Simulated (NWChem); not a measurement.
System: C$_{3}$H$_{3}$ClOSi; SMILES C(=O)[Si@@H](C#C)Cl

Input file for NWChem:

```
start job
memory heap 200 mb stack 900 mb global 1100 mb
geometry units angstroms noautoz
  C      2.715216     1.075393    -0.229718
  C      1.603229     0.672132     0.056693
  Si    -0.047350     0.009523     0.458280
  Cl    -1.505793     1.323685    -0.192190
  C     -0.273337    -1.651209    -0.500733
  O      0.096972    -2.687736    -0.014007
  H      3.698028     1.435952    -0.480211
  H     -0.187801    -0.217537     1.917077
  H     -0.744202    -1.625448    -1.522812
end
basis spherical
  C library def2-svp
  Si library def2-svp
  Cl library def2-svp
  O library def2-svp
  H library def2-svp
end
dft
  xc pbe0
  iterations 150
  mulliken
end
task dft energy
```

Parts of the log:

```
             Northwest Computational Chemistry Package (NWChem) 7.3.0
             --------------------------------------------------------

 C1  symmetry detected

                             Geometry "geometry" -> ""
                             -------------------------

 Output coordinates in angstroms (scale by  1.889725989 to convert to a.u.)

  No.       Tag          Charge          X              Y              Z
 ---- ---------------- ---------- -------------- -------------- --------------
    1 C                    6.0000     2.86729380    -0.30754861    -0.26763776
    2 C                    6.0000     1.70049597    -0.15262489     0.04179278
    3 Si                  14.0000    -0.06148145     0.02067188     0.47784051
    4 Cl                  17.0000    -0.75953531     1.86324955    -0.15050439
    5 C                    6.0000    -1.04762823    -1.34292646    -0.46921858
    6 O                    8.0000    -1.18910323    -2.43560958     0.01497932
    7 H                    1.0000     3.90051470    -0.44081425    -0.53849530
    8 H                    1.0000    -0.26317985    -0.12286374     1.94006029
    9 H                    1.0000    -1.47263770    -1.09749436    -1.48221069

 Effective nuclear repulsion energy (a.u.)     301.8326840118

                                 NWChem DFT Module
                                 -----------------

 Summary of "ao basis" -> "ao basis" (spherical)
 ------------------------------------------------------------------------------
       Tag                 Description            Shells   Functions and Types
 ---------------- ------------------------------  ------  ---------------------
 C                          def2-svp                 6       14   3s2p1d
 Si                         def2-svp                 8       18   4s3p1d
 Cl                         def2-svp                 8       18   4s3p1d
 O                          def2-svp                 6       14   3s2p1d
 H                          def2-svp                 3        5   2s1p

            General Information
            -------------------
          SCF calculation type: DFT
          Wavefunction type:  closed shell.
          No. of atoms     :     9
          No. of electrons :    60
           Alpha electrons :    30
            Beta electrons :    30
          Charge           :     0
          Spin multiplicity:     1
          Use of symmetry is: off; symmetry adaption is: off
          Maximum number of iterations: 150
          AO basis - number of functions:   107
                     number of shells:    49
          Convergence on energy requested:  1.00D-06
          Convergence on density requested:  1.00D-05
          Convergence on gradient requested:  5.00D-04

              XC Information
              --------------
                         PBE0 Method XC Functional
                     Hartree-Fock (Exact) Exchange  0.250
          PerdewBurkeErnzerhof Exchange Functional  0.750
            Perdew 1991 LDA Correlation Functional  1.000 local
           PerdewBurkeErnz. Correlation Functional  1.000 non-local

             Grid Information
             ----------------
          Grid used for XC integration:  medium
          Radial quadrature: Mura-Knowles
          Angular quadrature: Lebedev.
          Tag              B.-S. Rad. Rad. Pts. Rad. Cut. Ang. Pts.
          ---              ---------- --------- --------- ---------
          C                   0.70       49          12.0       434
          Si                  1.10       88          11.0       590
          Cl                  1.00       88          12.0       590
          O                   0.60       49          13.0       434
          H                   0.35       45          13.0       434
          Grid pruning is: on
          Number of quadrature shells:   507
          Spatial weights used:  Erf1

      Superposition of Atomic Density Guess
      -------------------------------------

 Sum of atomic energies:        -937.12548602

      Non-variational initial energy
      ------------------------------

 Total energy =    -939.383644
 1-e energy   =   -1891.868074
 2-e energy   =     650.651746
 HOMO         =      -0.269720
 LUMO         =      -0.064951

     ---------------------------------------------
      Total Density - Mulliken Population Analysis
     ---------------------------------------------

    Atom       Charge   Shell Charges
 -----------   ------   -------------------------------------------------------
    1 C    6     6.17   1.99  0.98  0.57  1.86  0.74  0.03
    2 C    6     6.23   1.99  1.01  0.30  1.97  0.93  0.03
    3 Si  14    13.06   2.00  1.99  0.99  0.16  5.93  1.01  0.78  0.20
    4 Cl  17    17.41   2.00  1.99  1.22  0.72  5.94  2.16  3.36  0.01
    5 C    6     5.57   1.99  0.96  0.34  1.55  0.66  0.07
    6 O    8     8.66   1.99  1.13  0.68  3.03  1.81  0.01
    7 H    1     0.88   0.63  0.22  0.03
    8 H    1     1.06   0.69  0.36  0.01
    9 H    1     0.95   0.69  0.24  0.02

   convergence    iter        energy       DeltaE   RMS-Dens  Diis-err
 ---------------- ----- ----------------- --------- --------- ---------
 d= 0,ls=0.0,diis     1   -939.9912261480 -1.24D+03  1.68D-02  1.05D+00
 d= 0,ls=0.0,diis     2   -939.7035528917  2.88D-01  1.10D-02  4.00D+00
 d= 0,ls=0.0,diis     3   -940.1193380368 -4.16D-01  2.36D-03  6.00D-02
 d= 0,ls=0.0,diis     4   -940.1234483230 -4.11D-03  1.08D-03  2.01D-02
 d= 0,ls=0.0,diis     5   -940.1254728681 -2.02D-03  3.95D-04  4.19D-03
  Resetting Diis
 d= 0,ls=0.0,diis     6   -940.1260021899 -5.29D-04  1.05D-04  1.77D-04
 d= 0,ls=0.0,diis     7   -940.1260270528 -2.49D-05  3.93D-05  4.92D-06
 d= 0,ls=0.0,diis     8   -940.1260263126  7.40D-07  2.04D-05  1.28D-05
 d= 0,ls=0.0,diis     9   -940.1260276030 -1.29D-06  4.80D-06  5.42D-07
 d= 0,ls=0.0,diis    10   -940.1260276573 -5.43D-08  1.30D-06  8.70D-09

         Total DFT energy =     -940.126027657298
      One electron energy =    -1895.081888744437
           Coulomb energy =      727.667197025879
    Exchange-Corr. energy =      -74.544019950558
 Nuclear repulsion energy =      301.832684011818

 Numeric. integr. density =       60.000003656231

                       DFT Final Molecular Orbital Analysis
                       ------------------------------------

 Vector   28  Occ=2.000000D+00  E=-3.268734D-01
              MO Center=  1.9D+00, -1.9D-01, -3.0D-02, r^2= 2.9D+00
   Bfn.  Coefficient  Atom+Function         Bfn.  Coefficient  Atom+Function
  ----- ------------  ---------------      ----- ------------  ---------------
    20      0.326027  2 C  pz                 6      0.306934  1 C  pz
    19      0.218645  2 C  py                 5      0.207090  1 C  py
    23      0.195575  2 C  pz                 9      0.179278  1 C  pz
    57     -0.137298  4 Cl px                22      0.131500  2 C  py
     4      0.127639  1 C  px                 8      0.118584  1 C  py

 Vector   29  Occ=2.000000D+00  E=-3.222660D-01
              MO Center=  1.9D+00, -1.6D-02, -9.2D-02, r^2= 2.7D+00
   Bfn.  Coefficient  Atom+Function         Bfn.  Coefficient  Atom+Function
  ----- ------------  ---------------      ----- ------------  ---------------
     5      0.326398  1 C  py                19      0.325301  2 C  py
     6     -0.237679  1 C  pz                20     -0.227605  2 C  pz
    57     -0.213723  4 Cl px                 8      0.191209  1 C  py
    22      0.188178  2 C  py                54     -0.157450  4 Cl px
     9     -0.135721  1 C  pz                23     -0.127675  2 C  pz

 Vector   30  Occ=2.000000D+00  E=-2.660574D-01
              MO Center= -8.5D-01, -1.5D+00, -2.0D-01, r^2= 3.2D+00
   Bfn.  Coefficient  Atom+Function         Bfn.  Coefficient  Atom+Function
  ----- ------------  ---------------      ----- ------------  ---------------
    84      0.391983  6 O  pz                87      0.300601  6 O  pz
    82      0.254963  6 O  px               103      0.255007  9 H  s
    31     -0.230705  3 Si s                104      0.214729  9 H  s
    67     -0.205183  5 C  s                 85      0.200801  6 O  px
    83      0.172896  6 O  py                70     -0.152645  5 C  pz

 Vector   31  Occ=0.000000D+00  E=-6.972904D-02
              MO Center= -6.1D-01, -1.3D+00, -1.6D-01, r^2= 3.4D+00
   Bfn.  Coefficient  Atom+Function         Bfn.  Coefficient  Atom+Function
  ----- ------------  ---------------      ----- ------------  ---------------
    71      0.353868  5 C  px                85     -0.338795  6 O  px
    68      0.335097  5 C  px                82     -0.335485  6 O  px
    17     -0.280752  2 C  s                 39      0.248748  3 Si px
    99      0.229979  8 H  s                 70     -0.180560  5 C  pz
    73     -0.172478  5 C  pz                41     -0.170208  3 Si pz

 Vector   32  Occ=0.000000D+00  E=-2.780878D-02
              MO Center=  1.2D+00, -1.4D-01,  8.8D-02, r^2= 4.2D+00
   Bfn.  Coefficient  Atom+Function         Bfn.  Coefficient  Atom+Function
  ----- ------------  ---------------      ----- ------------  ---------------
    40      0.540335  3 Si py                 8     -0.381410  1 C  py
     5     -0.289049  1 C  py                 9      0.287722  1 C  pz
    50     -0.282229  4 Cl s                 99      0.279724  8 H  s
    41     -0.277523  3 Si pz                58      0.274304  4 Cl py
    22      0.266926  2 C  py                 6      0.210966  1 C  pz

[...]
```

Level: PBE0/def2-SVP. All runs use the structure optimised with PBE0/def2-SVP.
